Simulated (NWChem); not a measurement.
Molecule: SnNH2Br, singlet; SMILES [Sn]([Br])[NH2]

```xyz
5

Sn     0.3264     0.9069     0.0000
Br    -0.0079    -1.6345     0.0000
N     -1.6582     1.2949     0.0000
H     -2.3730     0.5720     0.0000
H     -2.0631     2.2266     0.0000
```
Atoms are numbered in this order, from 1.

All runs: NWChem. Low-valent species are run as closed-shell singlets; no triplet was tried in these runs. The geometry was optimised at PBE0/def2-SVP. def2 effective core potentials on Sn; no spin-orbit coupling. Vertical excitations in the gas phase; the lowest state need not have the same character in each row.

For level B3LYP/def2-SVP, full TDDFT:

```yaml
lowest excitation, singlet (eV): 3.94
oscillator_strength_of_that_lowest_state: 0.018
lowest state with f > 0.02, singlet (eV): 4.37
orbital gap (eV): 4.76
```

Task: How do the values read with level PBE/def2-SVP, full TDDFT instead?

Result: 
- lowest excitation, singlet (eV): 3.65
- oscillator strength of that lowest state: 0.007
- lowest state with f > 0.02, singlet (eV): 4.09
- orbital gap (eV): 3.39
